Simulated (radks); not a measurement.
Problem. The phosphorus ion P4+, configuration [Ne] 3s1 (the NIST ground configuration). All-electron calculation, Dirac Kohn-Sham, PBEsol, spin-unpolarised, spherical densities, finite nucleus; Fermi nuclear charge, rms radius 3.1889 fm. Program: a radial shooting solver on a logarithmic mesh with Libxc functionals. Some entries of the table are withheld. Estimate them.

orbital,occ.,eigenvalue (hartree),<r^2> (bohr^2)
1s1/2,2,-78.59256,0.01448
2s1/2,2,-8.43892,0.3190
2p1/2,2,(1),(2)
2p3/2,4,(3),(4)
3s1/2,1,-2.14238,(5)

Solution. 
(1) 2p1/2 eigenvalue (hartree): -6.65902
(2) 2p1/2 <r^2> (bohr^2): 0.2882
(3) 2p3/2 eigenvalue (hartree): -6.62491
(4) 2p3/2 <r^2> (bohr^2): 0.2907
(5) 3s1/2 <r^2> (bohr^2): 2.916
